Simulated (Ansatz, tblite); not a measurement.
Adding an electron: the cluster Pt3H2⁺. Total charge 1; doublet. Geometry: PBE0-D4/def2-TZVP. Ansatz, gas phase; energy differences of separate SCF runs; the reduced species was run as a singlet alone.

```xyz
5

Pt   -0.6551    0.4613    1.0973
Pt    0.9243    0.3959   -0.9140
Pt   -0.4999   -1.5922   -0.3408
H    -0.1784    0.8671   -1.8223
H     0.4092   -0.1320    1.9797
```

In the def2 sets Pt takes a core potential; there is no spin–orbit coupling. The xTB rows come from tblite. The structure comes from a short search, and lower isomers may exist.

| level | −HOMO (eV) | −LUMO (eV) | vertical EA (eV) | HOMO–LUMO gap (eV) | remarks |
| --- | --- | --- | --- | --- | --- |
| GFN2-xTB | – | – | 11.39 | – | – |
| PBE-D4/def2-TZVP | 10.40 | 9.91 | 7.06 | 0.49 | restricted, untested (singlet) |
| B97M-V/def2-TZVP | 10.38 | 9.46 | 6.78 | 0.91 | restricted, untested (singlet) |
| PBE0-D4/def2-TZVP | 11.53 | 8.74 | 6.89 | 2.79 | – |
| r2SCAN0-D4/def2-TZVP | 11.67 | 8.53 | 6.79 | 3.13 | – |

Estimate the rows for GFN1-xTB, revPBE-D4/def2-TZVP, r2SCAN-D4/def2-TZVP, ωB97X-V/def2-TZVP, ωB97M-V/def2-TZVP.


| level | −HOMO (eV) | −LUMO (eV) | vertical EA (eV) | HOMO–LUMO gap (eV) | remarks |
| --- | --- | --- | --- | --- | --- |
| GFN1-xTB | – | – | 13.88 | – | – |
| revPBE-D4/def2-TZVP | 10.31 | 9.79 | 7.00 | 0.52 | restricted, untested (singlet) |
| r2SCAN-D4/def2-TZVP | 10.57 | 9.61 | 6.89 | 0.96 | restricted, untested (singlet) |
| ωB97X-V/def2-TZVP | 13.68 | 6.60 | 6.72 | 7.09 | – |
| ωB97M-V/def2-TZVP | 13.66 | 6.69 | 6.77 | 6.97 | – |

 At PBE0-D4/def2-TZVP the lowest empty level of the doublet has α spin (-8.91 eV), and filling it gives a triplet, which wasn't run; the affinity to the singlet shown is then probably not the largest one. HOMO and LUMO are the levels of the spin that leaves or enters (xTB has no such levels and no spin-polarisation term). Other spin states of the ions may lie lower, which would lower the ionisation energy or raise the affinity. Raw xTB energy differences between charge states are shifted by several eV; the methods need an empirical correction for them.
